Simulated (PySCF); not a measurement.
# How good is the calculation?

Atoms are numbered as in `[F:1][c:2]1[cH:3][cH:4][c:5]([F:6])[cH:7][cH:8]1`. Each H is labelled by its parent atom.

How the numbers were obtained: σ from GIAO-PBE0/pcSseg-1, PBE0-D3(BJ)/def2-SVP geometry, J couplings at B3LYP/pcJ-1 (spin–dipole term only in couplings to heteroatoms), in PySCF 2.14 (rapidly exchanging positions averaged, gas phase, one computed conformer, non-relativistic Hamiltonian).

Reference values: measured (G. Saielli, R. Bini, A. Bagno, Computational 19F NMR. 2. Organic compounds, RSC Adv. 2014, ESI (exp. from Berger-Braun-Kalinowski 1994 and Everett 1995)).
```tsv
atoms	quantity	reference	computed	computed, scaled
F1/F6	δ 19F vs CFCl3	-120.1	-118.5	-117.6
```

Computed shifts are σ(ref) − σ with the named reference compound (TMS for H and C) calculated as an isolated molecule at the same level. The measured values may be among those fitted. Shieldings were converted by a linear fit to measured shifts: 19F: δ = 160.80 − 0.941σ +14.7 on sp3 carbon (rms 6.9 ppm, 213 shifts, 7.8 ppm with the 5 outliers that the fit left out vs CFCl3, solution or neat liquid). Occasional misses reach two or three times the rms, and more in compound classes unlike the fitted ones.

Coupling constants in Hz (some tables give magnitudes without signs):
| coupling | reference | computed | source |
| --- | --- | --- | --- |
| 1J(C2,F1) | 242.0 | -311.8 | measured; liquid or solution; F. J. Weigert, PhD thesis, Caltech 1968 (Carbon-13 magnetic resonance spectroscopy) |
| 2J(C3,F1) | 24.3 | 21.6 | measured; liquid or solution; F. J. Weigert, PhD thesis, Caltech 1968 (Carbon-13 magnetic resonance spectroscopy) |
| 3J(C4,F1) | 8.5 | 5.2 | measured; liquid or solution; F. J. Weigert, PhD thesis, Caltech 1968 (Carbon-13 magnetic resonance spectroscopy) |
| 4J(C5,F1) | 3.8 | 5.6 | measured; liquid or solution; F. J. Weigert, PhD thesis, Caltech 1968 (Carbon-13 magnetic resonance spectroscopy) |
| 5J(F1,F6) | 17.5 | 25.0 | measured; liquid or solution; F. J. Weigert, PhD thesis, Caltech 1968 (Carbon-13 magnetic resonance spectroscopy) |

6 of the 13 published NMR values on file for this molecule are compared. The rest: values whose atom or origin is in doubt.
